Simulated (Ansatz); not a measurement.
Input file for Ansatz (an electronic-structure program): R-B3LYP/def2-TZVPP on CH3BrSi (SMILES C[Si]Br), a point of a torsion scan.

Ansatz 0.2 input:
```yaml
crystal:
  periodic: [false, false, false]
  atoms:
    - {symbol: C, position_ang: [-0.62672677, -0.01282740, -0.01809505]}
    - {symbol: Si, position_ang: [0.88807693, 1.15951304, -0.06643244]}
    - {symbol: Br, position_ang: [2.47310477, -0.31624078, -0.84977150]}
    - {symbol: H, position_ang: [-0.79090913, -0.36457131, 1.00086667]}
    - {symbol: H, position_ang: [-1.53009737, 0.51957292, -0.31359883]}
    - {symbol: H, position_ang: [-0.52825581, -0.88774143, -0.66074258]}
basis:
  gaussian:
    orbitals: def2-TZVPP
hamiltonian:
  xc: {name: B3LYP}
scf: {lower_state_search: off}
```

### Question
Give the final energy of this run.

### Answer
-2903.6432 hartree.
